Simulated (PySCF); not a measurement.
C4H7BF2, SMILES C(/B(F)C)=C(\C)F. Atoms are numbered in the order given.

```xyz
14

C      2.6094    -0.8433     0.6552
B      1.3231    -0.1082     0.1295
F      1.5119     1.0163    -0.5747
C     -0.1184    -0.6168     0.3841
C     -1.2630    -0.0428    -0.0313
C     -2.6627    -0.5038     0.1958
F     -1.2375     1.0906    -0.7460
H      3.2040    -0.1566     1.2843
H      2.4038    -1.7559     1.2336
H      3.2620    -1.1093    -0.1959
H     -0.2558    -1.5372     0.9595
H     -2.6900    -1.4321     0.7798
H     -3.2341     0.2768     0.7255
H     -3.1661    -0.6672    -0.7718
```

Geometry: B3LYP-D3(BJ)/def2-SVP. The structure was generated by enumeration; whether it is a known compound was not checked. One conformer was computed; it need not be the lowest.

Method: B3LYP-D3(BJ)/def2-SVP (PySCF 2.14.0).

No scaling factor is applied to the harmonic values.

| mode | ν (cm⁻¹) | IR (km/mol) | moving atoms (share of kinetic energy) |
|---|---|---|---|
| 1 | 25 | 1.2 | H 92 % |
| 2 | 56 | 0.0 | F 54 %, C 24 %, H 21 % |
| 3 | 130 | 0.8 | C 57 %, H 28 %, F 14 % |
| 4 | 141 | 0.3 | F 59 %, C 27 %, H 12 % |
| 5 | 190 | 0.5 | H 86 %, C 10 % |
| 6 | 294 | 0.2 | F 34 %, C 34 %, H 25 % |
| 7 | 338 | 5.0 | F 49 %, C 32 %, H 14 % |
| 8 | 428 | 9.8 | F 35 %, C 32 %, H 26 % |
| 9 | 469 | 2.5 | H 40 %, B 38 %, C 17 % |
| 10 | 571 | 1.8 | C 59 %, H 20 %, F 16 % |
| 11 | 582 | 1.3 | C 58 %, H 32 % |
| 12 | 810 | 2.0 | C 62 %, F 19 %, H 17 % |
| 13 | 833 | 1.5 | H 75 %, B 13 %, C 11 % |
| 14 | 859 | 2.9 | H 53 %, C 29 %, F 16 % |
| 15 | 907 | 42.9 | H 52 %, B 24 %, C 23 % |
| 16 | 913 | 50.4 | C 47 %, F 30 %, H 21 % |
| 17 | 1013 | 17.3 | H 64 %, C 30 % |
| 18 | 1053 | 6.7 | H 59 %, C 41 % |
| 19 | 1104 | 43.0 | H 57 %, B 27 %, C 9 % |
| 20 | 1208 | 127.8 | C 45 %, B 26 %, H 24 % |
| 21 | 1299 | 113.8 | H 55 %, B 22 %, C 16 % |
| 22 | 1359 | 42.3 | H 43 %, C 31 %, B 22 % |
| 23 | 1369 | 164.3 | H 41 %, B 27 %, C 24 %, F 8 % |
| 24 | 1409 | 147.7 | H 51 %, C 39 % |
| 25 | 1437 | 10.5 | H 89 % |
| 26 | 1437 | 2.0 | H 95 % |
| 27 | 1441 | 8.4 | H 96 % |
| 28 | 1452 | 40.6 | H 87 %, C 9 % |
| 29 | 1715 | 470.8 | C 95 % |
| 30 | 3019 | 0.5 | H 97 % |
| 31 | 3033 | 6.8 | H 97 % |
| 32 | 3084 | 7.2 | H 91 %, C 9 % |
| 33 | 3100 | 4.6 | H 91 %, C 9 % |
| 34 | 3127 | 15.5 | H 91 %, C 9 % |
| 35 | 3160 | 2.9 | H 91 %, C 9 % |
| 36 | 3173 | 5.5 | H 92 %, C 8 % |
